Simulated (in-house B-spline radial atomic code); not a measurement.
RPA and G0W0 for S¹³⁺, [He] 2s1, highest spin, as one setting changes: the share of exact exchange in the PBE hybrid start. A dash marks a level of low quasi-particle weight. Computed with a B-spline radial code for spherical atoms: all electrons, non-relativistic, point nucleus, each spin shell either full or empty, empty states to l = 9 with an (l + 1/2)⁻⁴ tail; G0W0 by contour deformation at full frequency.

| share of exact exchange in the PBE hybrid start | mean-field level (eV) | G0W0 level (eV) | RPA correlation (Eh) |
| --- | --- | --- | --- |
| 0 | -682.57 | 2s up -708.11 | -0.20987 |
| 0.1 | ? | ? | ? |
| 0.2 | -687.02 | 2s up -707.79 | -0.18782 |
| 0.3 | -689.24 | 2s up -707.65 | -0.1799 |
| 0.4 | -691.47 | 2s up -707.51 | -0.1733 |
| 0.5 | -693.69 | 2s up -707.38 | -0.16772 |
| 0.6 | -695.91 | 2s up -707.26 | -0.16291 |
| 0.7 | ? | ? | ? |
| 0.8 | -700.36 | 2s up -707.05 | -0.15502 |
| 0.9 | -702.58 | 2s up -706.95 | -0.15173 |
| 1 | -704.80 | 2s up -706.87 | -0.14878 |

(1) What belongs in the row for 0.7?

(2) What belongs in the row for 0.1?

## Answers

(1) mean-field level (eV): -698.13; G0W0 level (eV): 2s up -707.15; RPA correlation (Eh): -0.15872.

(2) mean-field level (eV): -684.79; G0W0 level (eV): 2s up -707.95; RPA correlation (Eh): -0.19755.
